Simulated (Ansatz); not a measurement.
`[Cl][Ge]([Cl])([Cl])[Br]` + H₂Se → `[Cl][Ge]([Cl])([Cl])[SeH]` + HBr at 400 K and 1 bar (ligand exchange at a Ge–Br bond).

Isolated molecules relaxed with PBE0-D4/def2-TZVP in Ansatz; ΔE leaves out vibrations. CBS: MP2 limit from def2 TZ/QZ plus the TZ coupled-cluster correction, frozen cores. For Br, Ge, Se outer-core shells are correlated without core-valence functions, which leaves a few kJ/mol of doubt a bond. Scalar relativity is left out up to krypton. Each species was taken in one conformer, which may not be the lowest.

```tsv
species	CCSD(T)/CBS energy (Eh)	H − E (kJ/mol)	S (J/(mol·K))
`[Cl][Ge]([Cl])([Cl])[Br]`	-6028.93261	46.0	401.5
H₂Se	-2401.89790	49.4	229.5
`[Cl][Ge]([Cl])([Cl])[SeH]`	-5856.90733	68.6	431.9
HBr	-2573.91920	27.6	207.2
```

H − E and S are ideal-gas, rigid-rotor, harmonic terms from PBE0-D4/def2-TZVP, for one conformer and one mirror image of each species. 1 Eh = 2625.50 kJ/mol, R = 8.31446 J/(mol·K).

Task: By hand: ΔE, ΔH, ΔS and ΔG.

Result: ΔE = (-5856.90733) + (-2573.91920) − (-6028.93261) − (-2401.89790) = 0.00398 Eh = 10.4 kJ/mol. Δ(H − E) = 68.6 + 27.6 − 46.0 − 49.4 = 0.8, so ΔH = 11.2 kJ/mol. ΔS = 431.9 + 207.2 − 401.5 − 229.5 = 8.1 J/(mol·K). ΔG = 11.2 − 400 × (8.1)/1000 = 8.0 kJ/mol.

Task: By hand: the equilibrium constant, and the temperature at which ΔG would vanish if ΔH and ΔS stayed fixed.

Result: log₁₀ K = −ΔG/(RT ln 10) = -1.0. ΔG = 0 at ΔH/ΔS = 1383 K, though so small a ΔS makes that figure unsure.

The number of gas molecules stays the same, so ΔS is small and ΔH decides. A doubt of 5 kJ/mol in ΔE shifts log₁₀ K by 0.7 here. Other conformers and mirror images would add mixing entropy, several J/(mol·K) or more a flexible species. These are equilibria of isolated gas molecules and say nothing of rates. Largest T1 diagnostic: 0.009 (customary marks: 0.02 for closed shells, 0.045 for open ones).
